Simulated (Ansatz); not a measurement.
Ansatz (a quantum-chemistry and plane-wave program) input:

Ansatz 0.2 input:
```yaml
crystal:
  periodic: [false, false, false]
  atoms:
    - {symbol: C, position_ang: [-2.11124146, -0.26009625, -0.76618520]}
    - {symbol: S, position_ang: [-1.06923458, -0.37870480, 0.72893469]}
    - {symbol: Ge, position_ang: [1.09904625, 0.23458947, -0.04974273]}
    - {symbol: H, position_ang: [-2.08737288, 0.75584864, -1.16471542]}
    - {symbol: H, position_ang: [-1.74293116, -0.93723449, -1.53908324]}
    - {symbol: H, position_ang: [-3.14501663, -0.52479635, -0.52021330]}
    - {symbol: H, position_ang: [1.01720269, -0.70465228, -1.37140839]}
    - {symbol: H, position_ang: [0.56383993, 1.52382578, -0.87865616]}
basis:
  gaussian:
    orbitals: def2-TZVP
hamiltonian:
  xc: {name: PBE0}
total_charge: -1
```

Question: What final total energy does it print?

Answer: -2515.92339 Eh (PBE0/def2-TZVP). The basis has 146 functions.

It need not be the lowest isomer of its formula. Whether it binds its extra electron was not tested at this geometry.
